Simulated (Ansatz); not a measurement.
Reaction (formal exchange of groups at a C–O bond): `FCO[SiH2][SiH3]` + `[CH3][GaH2]` → `[CH3][GaH][CH2]F` + `O[SiH2][SiH3]`

Gas-phase electronic energies from Ansatz, PBE0-D4/def2-TZVP geometries. CCSD(T)/CBS adds triple-zeta CCSD(T) − MP2 to the extrapolated MP2 energy (def2 sets, frozen cores). DFT in def2-TZVPP. For Ga outer-core shells are correlated without core-valence functions, which leaves a few kJ/mol of doubt a bond. Scalar relativity is left out up to krypton. Each species was taken in one conformer, which may not be the lowest.

`FCO[SiH2][SiH3]`:

```xyz
12

F    -2.092    0.555    1.033
C    -1.822    0.477   -0.317
O    -1.232   -0.719   -0.622
Si    0.220   -1.235    0.014
Si    1.775    0.517    0.189
H    -2.773    0.545   -0.850
H    -1.172    1.330   -0.555
H     0.016   -1.860    1.347
H     0.699   -2.274   -0.931
H     1.326    1.546    1.165
H     1.989    1.173   -1.129
H     3.067   -0.056    0.655
```

`[CH3][GaH2]`:

Cartesian coordinates in Å:
```
C 0.588 -0.678 -0.117
Ga -0.707 0.784 0.112
H 1.182 -0.771 0.800
H 0.104 -1.638 -0.299
H 1.287 -0.466 -0.928
H -0.244 2.281 -0.044
H -2.209 0.488 0.476
```

`[CH3][GaH][CH2]F`:

```xyz
10

C    -0.290    0.345    1.672
Ga    0.759    0.118    0.031
C    -0.132   -0.407   -1.673
F    -1.508   -0.568   -1.510
H     0.077   -0.327    2.453
H    -0.181    1.364    2.052
H    -1.348    0.143    1.501
H     2.321    0.335   -0.011
H     0.273   -1.350   -2.061
H     0.028    0.346   -2.455
```

`O[SiH2][SiH3]`:

Cartesian coordinates in Å:
```
O -0.455 1.738 -1.031
Si -0.800 0.626 0.144
Si 0.698 -1.182 0.131
H 0.411 2.147 -1.014
H -0.780 1.247 1.501
H -2.181 0.163 -0.143
H 0.372 -2.121 1.240
H 2.092 -0.693 0.328
H 0.643 -1.924 -1.157
```

| level | ΔE (kJ/mol) |
| --- | --- |
| PBE-D4 | -23.1 |
| ωB97X-V | -15.6 |
| B2PLYP | -22.5 |
| r2SCAN | -20.1 |
| PBE0 | -22.2 |
| CCSD/def2-TZVPP | -20.4 |
| MP2/CBS(def2) | -32.3 |
| CCSD/CBS(def2) | -27.3 |

(1) What does CCSD(T)/CBS give? (Best estimate.)

Largest T1 diagnostic among the species: 0.013.

Answers

(1) The calculation gave: -27.6 kJ/mol. The listed levels differ from it by 4.5, 12.0, 5.1, 7.5, 5.4, 7.2, -4.7, 0.3 kJ/mol.

The D4 term adds +3.4 kJ/mol with B3LYP and +2.0 kJ/mol with PBE0; it sums over pairs of atoms, weighted by their polarisabilities, and B3LYP, whose exchange is more repulsive, gets the larger term. In def2-TZVPP, CCSD(T) changes the Hartree–Fock value by −14.9 kJ/mol (the triples alone add −0.3 kJ/mol) and MP2 by −19.6 kJ/mol.

B3LYP here is the variant with VWN-RPA as its local correlation; programs differ in this.
